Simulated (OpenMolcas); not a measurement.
W5+ (d1) among equal point charges was computed by CASSCF with the d shell active (OpenMolcas, ANO-RCC-VDZP on the metal). Its lowest spin-free states, and all those of the highest spin:

```tsv
2S+1	Degeneracy	E (cm-1)
2	2	0.0
2	1	719.5
2	1	15327
2	1	17098
```

Question: Is the site octahedral, tetrahedral or cube-like, axial, or of lower symmetry?

Answer: The states with 2S+1 = 2 have orbital degeneracies 2, 1, 1, 1. There are pairs but no triples, so the site is axial: not cubic, but with a proper or improper axis of order three or more. The run had W5+ among 6 point charges of -1.5 e arranged as a tetragonal octahedron (D4h), 1.8 Å from the ion, with the axial distance 1.836 Å.

An orbital doublet at a regular site is open to a Jahn-Teller distortion, which this geometry leaves out. Point charges carry no covalency, so the field is a model and not that of real ligands. No measured value stands beside these numbers.
